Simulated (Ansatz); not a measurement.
Geometry optimisation, RKS BHLYP-D4/STO-3G (Ansatz).

input.yaml

```yaml
crystal:
  periodic: [false, false, false]
  atoms:
    - { symbol: C, position_ang: [0.1515, -0.5938, 1.589] }
    - { symbol: C, position_ang: [0.7477, -0.6451, 0.2314] }
    - { symbol: "N", position_ang: [2.0922, -1.1603, 0.1592] }
    - { symbol: O, position_ang: [-0.008, -1.1338, -0.7987] }
    - { symbol: Si, position_ang: [0.1372, 0.4501, -1.1664] }
    - { symbol: Si, position_ang: [-1.7682, 1.6593, -0.9087] }
    - { symbol: H, position_ang: [0.3263, -1.4554, 2.1618] }
    - { symbol: H, position_ang: [-0.947, -0.422, 1.5212] }
    - { symbol: H, position_ang: [0.512, 0.3159, 2.1831] }
    - { symbol: H, position_ang: [2.68453, -0.55695, -0.45331] }
    - { symbol: H, position_ang: [2.54648, -1.12893, 1.04403] }
    - { symbol: H, position_ang: [0.9752, 0.5592, -2.3721] }
    - { symbol: H, position_ang: [-2.3303, 1.6228, 0.4739] }
    - { symbol: H, position_ang: [-2.8772, 1.1698, -1.7884] }
    - { symbol: H, position_ang: [-1.5433, 3.0636, -1.2285] }
basis:
  gaussian: { orbitals: STO-3G }
hamiltonian:
  xc: { name: BHLYP }
  dispersion: d4
relax:
  f_tol: 0.015
  max_steps: 40
```

Command:

```bash
$ ansatz run input.yaml --threads 1 --pin off --max-ram 2048MiB --backend cpu --events-out ev --progress --plain --runs-dir out
```

Problem. Where does it end, and by what steps?

Solution. It converged. The force dipped under the threshold on the way, but the program's further checks kept it going. Limits of this set-up: minimal basis. After 24 steps the energy has fallen by 1.116 eV; H11 moved furthest, 0.81 Å.

```json
{"step": "0", "energy less start (eV)": "0.0000", "largest force component (eV/Å)": "5.621", "accepted": "yes"}
{"step": "1", "energy less start (eV)": "-0.8873", "largest force component (eV/Å)": "2.521", "accepted": "yes"}
{"step": "2", "energy less start (eV)": "-1.0359", "largest force component (eV/Å)": "0.726", "accepted": "yes"}
{"step": "3", "energy less start (eV)": "-1.0770", "largest force component (eV/Å)": "0.231", "accepted": "yes"}
{"step": "4", "energy less start (eV)": "-1.0766", "largest force component (eV/Å)": "0.670", "accepted": "no"}
{"step": "5", "energy less start (eV)": "-1.0919", "largest force component (eV/Å)": "0.093", "accepted": "yes"}
{"step": "6", "energy less start (eV)": "-1.1014", "largest force component (eV/Å)": "0.120", "accepted": "yes"}
{"step": "7", "energy less start (eV)": "-1.1054", "largest force component (eV/Å)": "0.395", "accepted": "yes"}
{"step": "8", "energy less start (eV)": "-1.1108", "largest force component (eV/Å)": "0.252", "accepted": "yes"}
{"step": "9", "energy less start (eV)": "-1.1135", "largest force component (eV/Å)": "0.065", "accepted": "yes"}
{"step": "10", "energy less start (eV)": "-1.1142", "largest force component (eV/Å)": "0.036", "accepted": "yes"}
{"step": "11", "energy less start (eV)": "-1.1146", "largest force component (eV/Å)": "0.019", "accepted": "yes"}
{"step": "12", "energy less start (eV)": "-1.1135", "largest force component (eV/Å)": "0.161", "accepted": "no"}
{"step": "13", "energy less start (eV)": "-1.1045", "largest force component (eV/Å)": "0.404", "accepted": "no"}
{"step": "14", "energy less start (eV)": "-1.1147", "largest force component (eV/Å)": "0.008", "accepted": "yes"}
{"step": "15", "energy less start (eV)": "-1.1150", "largest force component (eV/Å)": "0.075", "accepted": "yes"}
{"step": "16", "energy less start (eV)": "-1.1153", "largest force component (eV/Å)": "0.029", "accepted": "yes"}
{"step": "17", "energy less start (eV)": "-1.1154", "largest force component (eV/Å)": "0.009", "accepted": "yes"}
{"step": "18", "energy less start (eV)": "-1.1157", "largest force component (eV/Å)": "0.035", "accepted": "yes"}
{"step": "19", "energy less start (eV)": "-1.1157", "largest force component (eV/Å)": "0.046", "accepted": "yes"}
{"step": "20", "energy less start (eV)": "-1.1159", "largest force component (eV/Å)": "0.025", "accepted": "yes"}
{"step": "21", "energy less start (eV)": "-1.1160", "largest force component (eV/Å)": "0.017", "accepted": "yes"}
{"step": "22", "energy less start (eV)": "-1.1160", "largest force component (eV/Å)": "0.009", "accepted": "yes"}
{"step": "23", "energy less start (eV)": "-1.1161", "largest force component (eV/Å)": "0.017", "accepted": "yes"}
{"step": "24", "energy less start (eV)": "-1.1161", "largest force component (eV/Å)": "0.010", "accepted": "yes"}
```

```xyz
15
Properties=species:S:1:pos:R:3
C 0.143 -0.577 1.682
C 0.737 -0.603 0.256
N 2.140 -1.114 0.306
O -0.077 -1.291 -0.746
Si 0.044 0.399 -1.108
Si -1.801 1.658 -0.963
H 0.253 -1.558 2.151
H -0.917 -0.319 1.657
H 0.663 0.159 2.300
H 2.501 -1.123 -0.675
H 2.713 -0.379 0.783
H 0.931 0.656 -2.208
H -2.524 1.349 0.234
H -2.662 1.442 -2.087
H -1.444 3.045 -0.934
```

The run took 63 s on 1 thread of Intel(R) Xeon(R) 6975P-C (Granite Rapids), with other jobs on the host, peak memory 0.19 GiB.
